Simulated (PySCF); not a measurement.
Species: C4H2F3NO.
Numbering: `[N:1]#[C:2][C@@:3]1([F:4])[O:5][C@H:6]1[CH:7]([F:8])[F:9]`

NICS = −σ at a ghost point: NICS(0) at the centroid of the ring atoms, NICS(1) 1 Å to either side along the normal of their mean plane, zz for the tensor component along that normal. Level: GIAO PBE0/pcSseg-1 (PySCF, non-relativistic, gas phase) on the GFN2-xTB geometry, one conformer.

Ring bond lengths (Å), with Mayer bond orders in brackets: C3–O5 1.374 (0.97), O5–C6 1.402 (0.91), C6–C3 1.478 (0.93).

Problem. Give the NICS values of each ring in ppm.

Solution. 
```csv
ring,type,NICS(0),"NICS(1), two faces","NICS(1)zz, two faces",rms pucker (Å),"centre to ring atoms, mean (Å)"
C3–O5–C6,3-membered ring with O; formal bonds all single,-43.8,-7.4 / -5.5,-19.5 / -16.3,0.00,0.82
```

Problem. What do they say, and how far can they be read as aromaticity?

Solution. 
- C3–O5–C6: mean NICS(1)zz -17.9 ppm, shielded. C3, C6 have four or more neighbours, and the NICS criterion for π rings isn't applied. The two faces differ by 3.2 ppm, so no symmetry operation interchanges them. NICS(0) lies 37 ppm below the mean NICS(1).

Problem. At the first NICS(1) probe listed for ring C3–O5–C6, 1 Å off the ring, what do the in-plane components average?

Solution. The isotropic value is a third of the trace: (3 × -7.4 − (-19.5))/2 = -1.4 ppm.

Problem. How shielded are the nuclei of the rings and their hydrogens (means over atoms taken as equivalent)?

Solution. 
| atoms | environment | σ isotropic (ppm) |
| --- | --- | --- |
| C3 | sp3 C–F carbon | 106.5 |
| O5 | epoxide oxygen | 232.0 |
| C6 | sp3 carbon bound to oxygen | 124.6 |
| H on C6 | methine hydrogen | 28.17 |

The values belong to the conformer `[N:1]#[C:2][C@@:3]1([F:4])[O:5][C@H:6]1[CH:7]([F:8])[F:9]`: O5–C6–C7–F8 139°.
